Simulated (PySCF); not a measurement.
Members of one series of related molecules.

All values: PBE0/def2-SVPD (PySCF) at PBE0-D3(BJ)/def2-SVP geometries, gas phase, one conformer each. Core orbitals are frozen in the response; Δα² is half the sum of the squared differences of the principal polarisabilities.

Problem. Rank by HOMO–LUMO gap, highest first.
A. `[SiH3]N([SiH3])B1NCCN1`
B. `B1(NCCN1)B(Cl)Cl`
C. `[SiH3]OB1NCCN1`
D. `c1coc(B2NCCN2)c1`

Solution. A (6.53 eV), C (6.39 eV), D (5.96 eV), B (4.37 eV).

Problem. Rank by dipole moment, highest first.
A. `[cH:1]1[cH:2][o:3][c:4]([B:5]2[NH:6][CH2:7][CH2:8][NH:9]2)[cH:10]1` with O3–C4–B5–N6 0°, C4–B5–N6–C7 -172°, B5–N6–C7–C8 -20°, N6–C7–C8–N9 25°, C7–C8–N9–B5 -21°
B. `[SiH3:1][O:2][B:3]1[NH:4][CH2:5][CH2:6][NH:7]1` with Si1–O2–B3–N4 -6°, O2–B3–N4–C5 172°, B3–N4–C5–C6 22°, N4–C5–C6–N7 -27°, C5–C6–N7–B3 22°
C. `[F:1][C:2]([F:3])([F:4])[S:5][B:6]1[NH:7][CH2:8][CH2:9][NH:10]1` with C2–S5–B6–N7 7°
D. `[SiH3:1][N:2]([SiH3:3])[B:4]1[NH:5][CH2:6][CH2:7][NH:8]1` with N2–B4–N5–C6 -172°, B4–N5–C6–C7 -21°, N5–C6–C7–N8 26°, C6–C7–N8–B4 -22°
E. `ClB(Cl)B1NCCN1`

Solution. C (3.36 D), E (2.77 D), D (1.30 D), B (1.11 D), A (0.69 D).

Problem. Rank by polarisability anisotropy Δα, lowest first.
A. `[SiH3:1][O:2][B:3]1[NH:4][CH2:5][CH2:6][NH:7]1` with Si1–O2–B3–N4 -6°, O2–B3–N4–C5 172°, B3–N4–C5–C6 22°, N4–C5–C6–N7 -27°, C5–C6–N7–B3 22°
B. `[CH3:1][CH2:2][CH2:3][B:4]1[NH:5][CH2:6][CH2:7][NH:8]1` with C1–C2–C3–B4 -65°, C2–C3–B4–N5 -25°, C3–B4–N5–C6 174°, B4–N5–C6–C7 20°, N5–C6–C7–N8 -24°, C6–C7–N8–B4 20°
C. `[F:1][C:2]([F:3])([F:4])[S:5][B:6]1[NH:7][CH2:8][CH2:9][NH:10]1` with C2–S5–B6–N7 7°
D. `ClB(Cl)B1NCCN1`
E. `[cH:1]1[cH:2][o:3][c:4]([B:5]2[NH:6][CH2:7][CH2:8][NH:9]2)[cH:10]1` with O3–C4–B5–N6 0°, C4–B5–N6–C7 -172°, B5–N6–C7–C8 -20°, N6–C7–C8–N9 25°, C7–C8–N9–B5 -21°
F. `[SiH3:1][N:2]([SiH3:3])[B:4]1[NH:5][CH2:6][CH2:7][NH:8]1` with N2–B4–N5–C6 -172°, B4–N5–C6–C7 -21°, N5–C6–C7–N8 26°, C6–C7–N8–B4 -22°

Solution. B (3.46 Å³), A (3.95 Å³), F (4.97 Å³), C (5.20 Å³), D (6.15 Å³), E (9.15 Å³).

All values together:

| SMILES | formula | μ (D) | HOMO (eV) | LUMO (eV) | α (Å³) | Δα (Å³) | electrons | α per electron (Å³) | ΔSCF removal energy (eV) |
| --- | --- | --- | --- | --- | --- | --- | --- | --- | --- |
| FC(F)(F)SB1NCCN1 | C3H6BF3N2S | 3.36 | -6.51 | 0.12 | 12.71 | 5.20 | 86 | 0.148 | 8.42 |
| CCCB1NCCN1 | C5H13BN2 | 0.76 | -6.07 | 0.44 | 13.08 | 3.46 | 62 | 0.211 | 8.00 |
| ClB(Cl)B1NCCN1 | C2H6B2Cl2N2 | 2.77 | -6.28 | -1.91 | 13.88 | 6.15 | 76 | 0.183 | 8.19 |
| [SiH3]OB1NCCN1 | C2H9BN2OSi | 1.11 | -6.27 | 0.12 | 12.02 | 3.95 | 62 | 0.194 | 8.24 |
| c1coc(B2NCCN2)c1 | C6H9BN2O | 0.69 | -6.22 | -0.26 | 15.02 | 9.15 | 72 | 0.209 | 8.07 |
| [SiH3]N([SiH3])B1NCCN1 | C2H12BN3Si2 | 1.30 | -6.44 | 0.09 | 16.57 | 4.97 | 78 | 0.212 | 8.29 |

Conformers: `[F:1][C:2]([F:3])([F:4])[S:5][B:6]1[NH:7][CH2:8][CH2:9][NH:10]1` with C2–S5–B6–N7 7°; `[CH3:1][CH2:2][CH2:3][B:4]1[NH:5][CH2:6][CH2:7][NH:8]1` with C1–C2–C3–B4 -65°, C2–C3–B4–N5 -25°, C3–B4–N5–C6 174°, B4–N5–C6–C7 20°, N5–C6–C7–N8 -24°, C6–C7–N8–B4 20°; `[SiH3:1][O:2][B:3]1[NH:4][CH2:5][CH2:6][NH:7]1` with Si1–O2–B3–N4 -6°, O2–B3–N4–C5 172°, B3–N4–C5–C6 22°, N4–C5–C6–N7 -27°, C5–C6–N7–B3 22°; `[cH:1]1[cH:2][o:3][c:4]([B:5]2[NH:6][CH2:7][CH2:8][NH:9]2)[cH:10]1` with O3–C4–B5–N6 0°, C4–B5–N6–C7 -172°, B5–N6–C7–C8 -20°, N6–C7–C8–N9 25°, C7–C8–N9–B5 -21°; `[SiH3:1][N:2]([SiH3:3])[B:4]1[NH:5][CH2:6][CH2:7][NH:8]1` with N2–B4–N5–C6 -172°, B4–N5–C6–C7 -21°, N5–C6–C7–N8 26°, C6–C7–N8–B4 -22°.

Problem. How closely does the mean polarisability follow the number of electrons in this set?

Solution. The correlation coefficient is 0.33; α per electron runs from 0.148 to 0.212 Å³.
